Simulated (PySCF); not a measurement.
## Electron correlation in Os⁶⁴⁺ (osmium, charge +64)

Starting occupation: [Ne] 3s2. All numbers are calculated (PySCF 2.14, X2C-1e with screened-nucleus spin-orbit coupling, Gaussian nucleus, in an even-tempered Gaussian basis (17 s from 7.4 bohr⁻², ratio 2.6; 14 p from 9.7 bohr⁻², ratio 2.6; 6 d from 9.9 bohr⁻², ratio 2.8; 4 f from 130 bohr⁻², ratio 2.8)). Frozen: 1s2; 10 electrons correlated; the 50 highest virtual spinors left out.

MP2 pair energies summed by pair of shells (mhartree):

```
       pair   energy  share (%)
3s1/2-3s1/2  -118.70       23.5
2p1/2-2p3/2  -105.22       20.8
2p3/2-2p3/2   -99.01       19.6
2p3/2-3s1/2   -47.62        9.4
2p3/2-2s1/2   -44.08        8.7
2p1/2-2p1/2   -25.01        4.9
2p1/2-2s1/2   -23.95        4.7
2p1/2-3s1/2   -20.14        4.0
2s1/2-2s1/2   -11.97        2.4
2s1/2-3s1/2   -10.04        2.0
```

Total MP2 correlation energy: -505.75 mhartree.

The virtual space was cut to 56 spinors, which keep -444.62 of the -505.75 mhartree of MP2 correlation.

```csv
level,correlation energy (mhartree)
CCSD,-477.65
(T),-0.59
CCSD(T),-478.24
```

Diagnostics: T1 = 8.6e-05, largest double amplitude 0.080.

Task: Is a single reference adequate?

Result: Mostly. T1 lies below 0.03, but a double amplitude of this size points to a near-degeneracy that CCSD handles and MP2 describes poorly.

The coupled-cluster values are those of the cut space; adding the MP2 remainder, -61.13 mhartree, estimates the full space.

At this charge the one-electron X2C treatment keeps the bare 1/r₁₂, with no two-electron picture change or Breit term. The effect here is smaller than on the frozen 1s shell.
